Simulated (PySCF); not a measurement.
## UHF on Rb⁻ (rubidium, charge -1)

Configuration: [Kr] 5s2, closed-shell 1S. Calculation: PySCF 2.14, in aug-cc-pwCVTZ-X2C (10s9p7d3f, 93 functions); the spin-free X2C one-electron Hamiltonian (Gaussian nucleus).

```json
{
 "Total energy": "-2979.148395 hartree",
 "One-electron energy": "-4136.0862 hartree",
 "Hartree (Coulomb) energy": "1256.7283 hartree",
 "Exchange energy": "-99.7905 hartree",
 "⟨S²⟩": "0.0000",
 "⟨L²⟩": "0.000",
 "Sum of ⟨r⟩": "39.39 bohr",
 "Sum of ⟨r²⟩": "176.7 bohr²",
 "Langevin diamagnetic susceptibility": "-140 ×10⁻⁶ cm³/mol"
}
```

```csv
shell,electrons,mean orbital energy (hartree),"rms radius, mean of both spins (bohr)"
1s,2,-561.66878,0.0464
2s,2,-77.35215,0.192
2p,6,-68.36639,0.171
3s,2,-12.43945,0.543
3p,6,-9.46276,0.557
3d,10,-4.52450,0.577
4s,2,-1.44992,1.57
4p,6,-0.69200,1.86
5s,2,-0.00904,8.51
```

The outer electron is barely bound at this level, so radii and moments hang on the diffuse functions.

Densities and radii are taken from the X2C orbitals without a picture-change correction, which distorts them close to the nucleus.

Spin-orbit constants ζ (cm⁻¹) from the X2C one-electron operator on these orbitals: bare nucleus, nucleus screened by l(l+1)(2l+1)/3 electrons, and screened by the Breit-Pauli mean field of the electrons.

| shell | bare | screened nucleus | mean field |
| --- | --- | --- | --- |
| 2p | 334700 | 316600 | n/a |
| 3p | 50560 | 47830 | n/a |
| 3d | 6571 | 4795 | n/a |
| 4p | 4436 | 4197 | n/a |
